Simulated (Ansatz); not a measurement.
**Molecular dynamics of CH5GaO**

input.yaml

```yaml
crystal:
  periodic: [false, false, false]
  atoms:
    - { symbol: Ga, position_ang: [-0.001081, -0.013783, -0.061339] }
    - { symbol: O, position_ang: [0.011201, -0.13943, 1.73393] }
    - { symbol: H, position_ang: [-0.853947, -0.20176, 2.158017] }
    - { symbol: H, position_ang: [1.452328, 0.083992, -0.633251] }
    - { symbol: C, position_ang: [-1.734827, -0.006186, -1.011649] }
    - { symbol: H, position_ang: [-2.329659, -0.893221, -0.73931] }
    - { symbol: H, position_ang: [-2.316913, 0.885923, -0.726714] }
    - { symbol: H, position_ang: [-1.598302, 0.003064, -2.103285] }
basis:
  gaussian: { orbitals: def2-SVP }
hamiltonian:
  xc: b3lyp
  dispersion: d4
md:
  timestep: 0.5
  n_steps: 150
  ensemble: nve
  temperature: 2000.0
  initial_velocities: maxwell_boltzmann
  seed: 395262
  masses: [{ species: H, mass: 10.0 }]
```

Command:

```bash
$ ansatz run input.yaml --threads 1 --pin off --max-ram 2048MiB --backend cpu --events-out ev --progress --plain --runs-dir out
```

It starts from a relaxed structure.

Output, in part (one step line in 3, the closing report, with atoms numbered from 0):

```
md step     0: t =     0.00 fs  T =  2000.0 K  F+E_penalty+E_count = -55536.73571844 eV  E_kin = 1.551120 eV  conserved = -55535.18459846 eV  (25 SCF iters)
md step     3: t =     1.50 fs  T =  1959.0 K  F+E_penalty+E_count = -55536.70387522 eV  E_kin = 1.519324 eV  conserved = -55535.18455157 eV  (25 SCF iters)
md step     6: t =     3.00 fs  T =  1846.4 K  F+E_penalty+E_count = -55536.61637233 eV  E_kin = 1.431989 eV  conserved = -55535.18438315 eV  (26 SCF iters)
md step     9: t =     4.50 fs  T =  1692.4 K  F+E_penalty+E_count = -55536.49677204 eV  E_kin = 1.312590 eV  conserved = -55535.18418197 eV  (26 SCF iters)
md step    12: t =     6.00 fs  T =  1532.4 K  F+E_penalty+E_count = -55536.37252512 eV  E_kin = 1.188457 eV  conserved = -55535.18406812 eV  (26 SCF iters)
md step    15: t =     7.50 fs  T =  1386.5 K  F+E_penalty+E_count = -55536.25943055 eV  E_kin = 1.075346 eV  conserved = -55535.18408423 eV  (26 SCF iters)
md step    18: t =     9.00 fs  T =  1253.1 K  F+E_penalty+E_count = -55536.15602345 eV  E_kin = 0.971861 eV  conserved = -55535.18416197 eV  (26 SCF iters)
md step    21: t =    10.50 fs  T =  1119.1 K  F+E_penalty+E_count = -55536.05213098 eV  E_kin = 0.867927 eV  conserved = -55535.18420436 eV  (27 SCF iters)
md step    24: t =    12.00 fs  T =   976.7 K  F+E_penalty+E_count = -55535.94163353 eV  E_kin = 0.757465 eV  conserved = -55535.18416820 eV  (27 SCF iters)
md step    27: t =    13.50 fs  T =   831.4 K  F+E_penalty+E_count = -55535.82888347 eV  E_kin = 0.644818 eV  conserved = -55535.18406596 eV  (26 SCF iters)
md step    30: t =    15.00 fs  T =   700.9 K  F+E_penalty+E_count = -55535.72755727 eV  E_kin = 0.543621 eV  conserved = -55535.18393610 eV  (26 SCF iters)
md step    33: t =    16.50 fs  T =   608.0 K  F+E_penalty+E_count = -55535.65539432 eV  E_kin = 0.471566 eV  conserved = -55535.18382809 eV  (24 SCF iters)
md step    36: t =    18.00 fs  T =   571.7 K  F+E_penalty+E_count = -55535.62717955 eV  E_kin = 0.443389 eV  conserved = -55535.18379031 eV  (24 SCF iters)
md step    39: t =    19.50 fs  T =   598.5 K  F+E_penalty+E_count = -55535.64803034 eV  E_kin = 0.464185 eV  conserved = -55535.18384507 eV  (25 SCF iters)
md step    42: t =    21.00 fs  T =   678.8 K  F+E_penalty+E_count = -55535.71038332 eV  E_kin = 0.526412 eV  conserved = -55535.18397151 eV  (29 SCF iters)
md step    45: t =    22.50 fs  T =   790.0 K  F+E_penalty+E_count = -55535.79677987 eV  E_kin = 0.612659 eV  conserved = -55535.18412086 eV  (25 SCF iters)
md step    48: t =    24.00 fs  T =   905.6 K  F+E_penalty+E_count = -55535.88659192 eV  E_kin = 0.702348 eV  conserved = -55535.18424344 eV  (26 SCF iters)
md step    51: t =    25.50 fs  T =  1004.3 K  F+E_penalty+E_count = -55535.96315741 eV  E_kin = 0.778857 eV  conserved = -55535.18430020 eV  (27 SCF iters)
md step    54: t =    27.00 fs  T =  1076.6 K  F+E_penalty+E_count = -55536.01921230 eV  E_kin = 0.834937 eV  conserved = -55535.18427481 eV  (26 SCF iters)
md step    57: t =    28.50 fs  T =  1127.7 K  F+E_penalty+E_count = -55536.05876536 eV  E_kin = 0.874568 eV  conserved = -55535.18419777 eV  (27 SCF iters)
md step    60: t =    30.00 fs  T =  1171.0 K  F+E_penalty+E_count = -55536.09235326 eV  E_kin = 0.908201 eV  conserved = -55535.18415267 eV  (26 SCF iters)
md step    63: t =    31.50 fs  T =  1214.1 K  F+E_penalty+E_count = -55536.12581629 eV  E_kin = 0.941605 eV  conserved = -55535.18421121 eV  (26 SCF iters)
md step    66: t =    33.00 fs  T =  1246.7 K  F+E_penalty+E_count = -55536.15125760 eV  E_kin = 0.966910 eV  conserved = -55535.18434781 eV  (27 SCF iters)
md step    69: t =    34.50 fs  T =  1245.4 K  F+E_penalty+E_count = -55536.15037374 eV  E_kin = 0.965914 eV  conserved = -55535.18445983 eV  (26 SCF iters)
md step    72: t =    36.00 fs  T =  1190.9 K  F+E_penalty+E_count = -55536.10808603 eV  E_kin = 0.923625 eV  conserved = -55535.18446062 eV  (27 SCF iters)
md step    75: t =    37.50 fs  T =  1082.7 K  F+E_penalty+E_count = -55536.02401515 eV  E_kin = 0.839667 eV  conserved = -55535.18434793 eV  (26 SCF iters)
md step    78: t =    39.00 fs  T =   940.1 K  F+E_penalty+E_count = -55535.91327202 eV  E_kin = 0.729086 eV  conserved = -55535.18418554 eV  (27 SCF iters)
md step    81: t =    40.50 fs  T =   791.6 K  F+E_penalty+E_count = -55535.79799979 eV  E_kin = 0.613948 eV  conserved = -55535.18405222 eV  (26 SCF iters)
md step    84: t =    42.00 fs  T =   661.3 K  F+E_penalty+E_count = -55535.69686970 eV  E_kin = 0.512885 eV  conserved = -55535.18398477 eV  (26 SCF iters)
md step    87: t =    43.50 fs  T =   562.1 K  F+E_penalty+E_count = -55535.61989413 eV  E_kin = 0.435930 eV  conserved = -55535.18396417 eV  (27 SCF iters)
md step    90: t =    45.00 fs  T =   498.5 K  F+E_penalty+E_count = -55535.57059363 eV  E_kin = 0.386641 eV  conserved = -55535.18395232 eV  (26 SCF iters)
md step    93: t =    46.50 fs  T =   473.1 K  F+E_penalty+E_count = -55535.55082262 eV  E_kin = 0.366887 eV  conserved = -55535.18393595 eV  (24 SCF iters)
md step    96: t =    48.00 fs  T =   488.4 K  F+E_penalty+E_count = -55535.56269635 eV  E_kin = 0.378766 eV  conserved = -55535.18393005 eV  (24 SCF iters)
md step    99: t =    49.50 fs  T =   545.3 K  F+E_penalty+E_count = -55535.60688230 eV  E_kin = 0.422930 eV  conserved = -55535.18395252 eV  (26 SCF iters)
md step   102: t =    51.00 fs  T =   639.7 K  F+E_penalty+E_count = -55535.68013515 eV  E_kin = 0.496126 eV  conserved = -55535.18400959 eV  (26 SCF iters)
md step   105: t =    52.50 fs  T =   761.2 K  F+E_penalty+E_count = -55535.77445082 eV  E_kin = 0.590359 eV  conserved = -55535.18409187 eV  (26 SCF iters)
md step   108: t =    54.00 fs  T =   894.7 K  F+E_penalty+E_count = -55535.87811043 eV  E_kin = 0.693925 eV  conserved = -55535.18418504 eV  (27 SCF iters)
md step   111: t =    55.50 fs  T =  1023.0 K  F+E_penalty+E_count = -55535.97767309 eV  E_kin = 0.793400 eV  conserved = -55535.18427286 eV  (27 SCF iters)
md step   114: t =    57.00 fs  T =  1129.5 K  F+E_penalty+E_count = -55536.06030151 eV  E_kin = 0.875964 eV  conserved = -55535.18433750 eV  (27 SCF iters)
md step   117: t =    58.50 fs  T =  1202.0 K  F+E_penalty+E_count = -55536.11661088 eV  E_kin = 0.932256 eV  conserved = -55535.18435528 eV  (26 SCF iters)
md step   120: t =    60.00 fs  T =  1237.2 K  F+E_penalty+E_count = -55536.14382658 eV  E_kin = 0.959509 eV  conserved = -55535.18431720 eV  (26 SCF iters)
md step   123: t =    61.50 fs  T =  1241.2 K  F+E_penalty+E_count = -55536.14687974 eV  E_kin = 0.962631 eV  conserved = -55535.18424858 eV  (27 SCF iters)
md step   126: t =    63.00 fs  T =  1225.5 K  F+E_penalty+E_count = -55536.13462161 eV  E_kin = 0.950417 eV  conserved = -55535.18420452 eV  (26 SCF iters)
md step   129: t =    64.50 fs  T =  1197.4 K  F+E_penalty+E_count = -55536.11283365 eV  E_kin = 0.928620 eV  conserved = -55535.18421403 eV  (26 SCF iters)
md step   132: t =    66.00 fs  T =  1155.7 K  F+E_penalty+E_count = -55536.08057001 eV  E_kin = 0.896320 eV  conserved = -55535.18425012 eV  (26 SCF iters)
md step   135: t =    67.50 fs  T =  1094.8 K  F+E_penalty+E_count = -55536.03337805 eV  E_kin = 0.849113 eV  conserved = -55535.18426532 eV  (27 SCF iters)
md step   138: t =    69.00 fs  T =  1012.4 K  F+E_penalty+E_count = -55535.96944680 eV  E_kin = 0.785211 eV  conserved = -55535.18423531 eV  (27 SCF iters)
md step   141: t =    70.50 fs  T =   913.9 K  F+E_penalty+E_count = -55535.89296976 eV  E_kin = 0.708803 eV  conserved = -55535.18416708 eV  (27 SCF iters)
md step   144: t =    72.00 fs  T =   811.2 K  F+E_penalty+E_count = -55535.81325484 eV  E_kin = 0.629170 eV  conserved = -55535.18408515 eV  (24 SCF iters)
md step   147: t =    73.50 fs  T =   718.8 K  F+E_penalty+E_count = -55535.74147468 eV  E_kin = 0.557460 eV  conserved = -55535.18401422 eV  (24 SCF iters)
md step   150: t =    75.00 fs  T =   648.9 K  F+E_penalty+E_count = -55535.68721821 eV  E_kin = 0.503247 eV  conserved = -55535.18397163 eV  (27 SCF iters)
Total energy: -55535.68744960 eV, -2040.8988703319 hartree
Atom 0 at    -0.075854     0.013073    -0.008370 Å, force     2.726375    -0.101938     0.349720 eV/Å
Atom 1 at     0.055208    -0.200384     1.830203 Å, force    -1.470445     0.580396    -0.676481 eV/Å
Atom 2 at    -0.823364     0.044438     2.240861 Å, force     1.318799    -0.350446    -0.475737 eV/Å
Atom 3 at     1.287678    -0.455526    -0.986911 Å, force    -1.087186     0.435611     1.215522 eV/Å
Atom 4 at    -1.667972     0.099107    -1.039345 Å, force    -1.060964     0.486903    -0.541149 eV/Å
Atom 5 at    -1.569321    -1.054803    -0.902028 Å, force    -1.757781     1.169674    -0.741137 eV/Å
Atom 6 at    -2.579587     0.728395    -0.781345 Å, force     0.527763    -1.582376     0.684821 eV/Å
Atom 7 at    -1.591269     0.399301    -2.105196 Å, force     0.803438    -0.637824     0.184441 eV/Å
Dipole moment:    -0.510011     0.201607    -0.127060 e Å
```

The run went to its last step. The conserved energy stayed within 0.11 meV per atom of its start (net change 0.078 meV per atom), so the integration is sound. Over the second half the temperature averaged 0.44 of the 2000 K drawn at the start: a run that starts near a minimum puts about half its kinetic energy into the potential. A run of 0.075 ps of so small a system gives no equilibrium averages.

The same pairs are bonded in the first frame and the last. Pairs count as bonded within 1.25 times the sum of covalent radii (0.12 Å more for H–H).

Last frame:

```xyz
8
Properties=species:S:1:pos:R:3
Ga -0.076 0.013 -0.008
O 0.055 -0.200 1.830
H -0.823 0.044 2.241
H 1.288 -0.456 -0.987
C -1.668 0.099 -1.039
H -1.569 -1.055 -0.902
H -2.580 0.728 -0.781
H -1.591 0.399 -2.105
```

Run time: 8 min on 1 thread of Arm Neoverse V1, on a shared host, peak memory 0.17 GiB.
